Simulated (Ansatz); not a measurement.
Molecule: FeBr, net charge 0, sextet state. The spin state was set by rule; other spins were not relaxed. 
Geometry from a B3LYP-D3(BJ)/def2-TZVP (Ansatz, a quantum-chemistry and plane-wave program) optimisation:
```
Fe
Br 1 2.3540
```
Charge 0, spin multiplicity 6.

Wanted: atomisation energy (electronic, to ground-state atoms), in kcal/mol. Valence correlation only, unless marked. Open shells are spin-unrestricted. Spin-orbit coupling is left out. The frozen core is the preceding noble-gas configuration, with the filled d and f shells of earlier blocks. Non-relativistic. The coupled-cluster limit lacks core correlation, which all-electron functionals hold. CBS marks a two-point X^-3 extrapolation of the correlation energy; Hartree-Fock from the larger set. [CCSD(T)-MP2]/basis is that difference in the basis named.

```json
[
 {"level": "HF/def2-SVPD", "program": "Ansatz", "atomisation energy (kcal/mol)": "64.6", "minus last row": "-8.1"},
 {"level": "HF/def2-QZVPP", "program": "Ansatz", "atomisation energy (kcal/mol)": "63.9", "minus last row": "-8.8"},
 {"level": "B97M-V/def2-TZVPD", "program": "Ansatz", "atomisation energy (kcal/mol)": "71.9", "minus last row": "-0.8"},
 {"level": "B3LYP-D4/def2-TZVPD", "program": "Ansatz + dftd4", "atomisation energy (kcal/mol)": "69.8", "minus last row": "-2.9"},
 {"level": "wB97X/def2-TZVPD", "program": "Ansatz", "atomisation energy (kcal/mol)": "63.8", "minus last row": "-8.9"},
 {"level": "MP2/def2-SVPD", "program": "Ansatz", "atomisation energy (kcal/mol)": "75.1", "minus last row": "2.4"},
 {"level": "RI-MP2/def2-QZVPP", "program": "Ansatz", "atomisation energy (kcal/mol)": "75.7", "minus last row": "3.0"},
 {"level": "SCS-MP2/def2-SVPD", "program": "Ansatz", "atomisation energy (kcal/mol)": "69.7", "minus last row": "-3.0"},
 {"level": "RI-MP2/CBS(def2-TZVPP,def2-QZVPP)+[CCSD(T)-MP2]/def2-TZVPP", "program": "Ansatz", "atomisation energy (kcal/mol)": "71.1", "minus last row": "-1.6"},
 {"level": "CCSD(T)/CBS(def2-TZVPPD,def2-QZVPPD)", "program": "Ansatz", "atomisation energy (kcal/mol)": "72.7", "minus last row": "0.0"}
]
```
